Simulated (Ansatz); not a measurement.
The Sb atom.

Total charge 0; spin multiplicity 4. Sb takes the def2 core potential.

(1) List the B3LYP/def2-TZVPP orbital energies in eV (the Gaussian-basis code of Ansatz). (Estimate.)

## Answers

(1) Computed: α occupied: -155.70, -107.42, -107.42, -107.42, -35.47, -35.47, -35.47, -35.47, -35.47, -14.84, -6.14, -6.14, -6.14. α empty: 3.22, 3.22, 3.22, 4.68, 4.68, 4.68, 4.68, 4.68. β occupied: -155.51, -107.22, -107.22, -107.22, -35.19, -35.19, -35.19, -35.19, -35.19, -12.61. β empty: -3.14, -3.14, -3.14, 3.76, 3.76, 3.76, 6.03, 6.03. ⟨S²⟩ = 3.751.

B3LYP here is the variant with VWN-RPA as its local correlation; programs differ in this.
